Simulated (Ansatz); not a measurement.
The cluster Li₆⁺ was relaxed with PBE0 (def2-TZVP) in Ansatz in these states: charge +1 doublet, charge +1 quartet. The geometries follow in no particular order.

A:

```csv
atom,x (Å),y (Å),z (Å)
Li1,1.5892,0.2477,-1.4510
Li2,-0.9137,-1.4916,-1.2777
Li3,0.9198,1.4917,1.2703
Li4,-1.1476,1.5525,-0.9829
Li5,1.1442,-1.5460,0.9970
Li6,-1.5919,-0.2542,1.4443
```

B:

```xyz
6

Li   -1.924    1.422   -0.359
Li    0.108   -0.510   -2.366
Li   -0.876    1.174    2.598
Li   -0.585   -1.132    0.509
Li    1.013    0.917    0.130
Li    2.264   -1.872   -0.512
```

**Question.** Judge from the bond lengths which geometry belongs to which state (an estimate).

**Answer.** A is the charge +1 quartet (Li4–Li5 4.333 Å, Li1–Li4 3.068 Å, Li2–Li5 3.068 Å); B is the charge +1 doublet (Li4–Li5 2.626 Å, Li1–Li4 3.012 Å, Li2–Li5 3.014 Å).

At PBE0/def2-TZVP a doublet lies 0.40 eV below the charge +1 quartet. These are the stationary points nearest to one start from a short search; other shapes may lie lower in each state.
